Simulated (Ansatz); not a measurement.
A calculation with Ansatz (development build ahead of 0.2.0).

```yaml
crystal:
  periodic: [false, false, false]
  atoms:
    - { symbol: Al, position_ang: [0.0, 0.0, 0.0] }
    - { symbol: Be, position_ang: [0.0, 4.1576, 3.1902] }
    - { symbol: P, position_ang: [0.0, -4.3684, 3.352] }
basis:
  gaussian: { orbitals: pcseg-2 }
magnetization:
  spin_polarized: true
  initial_magnetization: 2
hamiltonian:
  xc: pbe0
```

The input is written out in the form of the current development build from the run's settings.

The run gave:

```
Converged                       : yes
Total energy                    : -598.03041 hartree
Spin squared of the determinant : 2.947
Stability test                  : minimum
```

Caution: charge can spread falsely over distant fragments; the unrestricted determinant is a mixture of spin states; other spin multiplicities may lie lower.
